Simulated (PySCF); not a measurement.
**Computed vibrations of LaOCl**

LaOCl (singlet). PySCF 2.14.0, RKS PBE0, La def2-SVP with ECP46, O def2-SVP, Cl def2-SVP; non-relativistic Hamiltonian with scalar-relativistic core potentials where named; density fitting; no spin-orbit coupling. Central differences of gradients.

```xyz
3

La    0.2853    0.0000   -0.3489
O     1.8586    0.0000    0.7688
Cl   -1.9833    0.0000    1.0342
```

Run from Python with OMP_NUM_THREADS=2. Where DIIS fails, smearing, a level shift and second-order steps follow.
It took 110 s on 2 threads of Intel(R) Xeon(R) Processor @ 2.50GHz (Skylake/Cascade Lake), with other jobs on the host.

Task: What are the harmonic wavenumbers and infrared intensities?

Result: Modes are labelled in Cs; negative numbers are unstable modes, those under 60 cm⁻¹ near the noise; a finer grid moves soft modes by up to 10 cm⁻¹.
```json
{"cm⁻¹": "132", "km/mol": "20.7", "symmetry": "a'"}
{"cm⁻¹": "312", "km/mol": "71.1", "symmetry": "a'"}
{"cm⁻¹": "816", "km/mol": "199.5", "symmetry": "a'"}
```

Task: Is this a minimum?

Result: Yes. Ideal gas at 298.15 K and 1 bar: S = 302.6 J/(mol K), Cp = 50.8 J/(mol K), H − H(0 K) = 12.9 kJ/mol (rigid rotor, harmonic modes, spin degeneracy alone).
